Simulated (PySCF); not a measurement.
Species: C7H11O (doublet state).
Atom-mapped SMILES: `[CH2:1]=[C:2]1[CH2:3][CH:4][C@:5]([CH3:6])([OH:7])[CH2:8]1` (hydrogens: H9, H10 on C1; H11, H12 on C3; H13 on C4; H14, H15, H16 on C6; H17 on O7; H18, H19 on C8)

Cartesian coordinates in Å at the GFN2-xTB level; atoms count from 1:
```
atom  x, y, z in Å
C1     2.4811   -0.9792   -0.3910
C2     1.3179   -0.3552   -0.3614
C3     1.1228    1.1385   -0.4241
C4    -0.2365    1.3516    0.1132
C5    -0.9352    0.0764    0.4324
C6    -2.3758    0.0353   -0.0797
O7    -1.0319   -0.1183    1.8505
C8    -0.0307   -1.0008   -0.2088
H9     3.4090   -0.4434   -0.4975
H10    2.5524   -2.0511   -0.3224
H11    1.8959    1.6867    0.1283
H12    1.1991    1.4864   -1.4659
H13   -0.6389    2.3141    0.3638
H14   -2.8093   -0.9373    0.1366
H15   -2.4041    0.2207   -1.1497
H16   -2.9575    0.7960    0.4329
H17   -0.1495   -0.0369    2.2291
H18    0.0016   -1.9045    0.3993
H19   -0.4202   -1.2698   -1.1931
```

The hyperfine couplings belong to this conformer and change with its torsions.

Method used: PySCF, UKS B3LYP, pcH-1 on C H O, non-relativistic, mean-field spin-orbit, GIAO. Isolated species at its GFN2-xTB geometry (one conformer only). A GFN2-xTB geometry isn't a minimum of the functional, and hyperfine couplings can be far from their values at a DFT geometry. Stability of the SCF solution: not tested.

Q: Predict the first-order ENDOR lines of H12, H11, H13, H17, H14/H15/H16, H18, H19, H10 and H9 under fast tumbling at B = 1219.1 mT (Q band).

A: ν± = |νn ± a/2|, one line for each electron-spin manifold; νn = |g_N| × 7.62259 MHz/T × B.

| nuclei | isotope | g_N | νn (MHz) | a_iso (MHz) | lower line (MHz) | upper line (MHz) |
| --- | --- | --- | --- | --- | --- | --- |
| H12 | 1H | 5.5857 | 51.91 | 148.07 | 22.13 | 125.94 |
| H11 | 1H | 5.5857 | 51.91 | 101.96 | 0.93 | 102.88 |
| H13 | 1H | 5.5857 | 51.91 | -61.22 | 21.30 | 82.52 |
| H17 | 1H | 5.5857 | 51.91 | -6.74 | 48.54 | 55.28 |
| H14/H15/H16 | 1H | 5.5857 | 51.91 | 5.64 | 49.09 | 54.73 |
| H18 | 1H | 5.5857 | 51.91 | 4.35 | 49.73 | 54.08 |
| H19 | 1H | 5.5857 | 51.91 | 3.98 | 49.92 | 53.90 |
| H10 | 1H | 5.5857 | 51.91 | 1.15 | 51.33 | 52.48 |
| H9 | 1H | 5.5857 | 51.91 | 1.05 | 51.38 | 52.43 |

Q: Which pairs are centred on the nuclear Larmor frequency, and which on half the coupling?

A: Centred on νn, since |a| < 2νn: H11, H13, H17, H14/H15/H16, H18, H19, H10 and H9. Centred on |a|/2 and split by 2νn: H12.

Q: At what field would the lower line of H11 fall to zero frequency?

A: Where νn = |a|/2, that is B = 50.98 MHz/(5.5857 × 7.62259 MHz/T) = 1200 mT, as far as first order holds there.

Class means assume fast exchange of nuclei equivalent by connectivity; if that motion is slow, each nucleus keeps its own coupling. The three 1H nuclei of mean +5.6 MHz run from -2.0 to 15.2 MHz in the frozen geometry.

The Mulliken spin populations are largest on C4 (+1.00) and C3 (-0.09). C4 is the only atom above +0.15. The positive populations add up to 1.20 and the negative ones to -0.20, together 2S = 1. The angles at C4 add up to 359.6°, so it is planar; its axial dipolar tensor and the negative coupling of its proton fit spin in a p orbital normal to that plane.
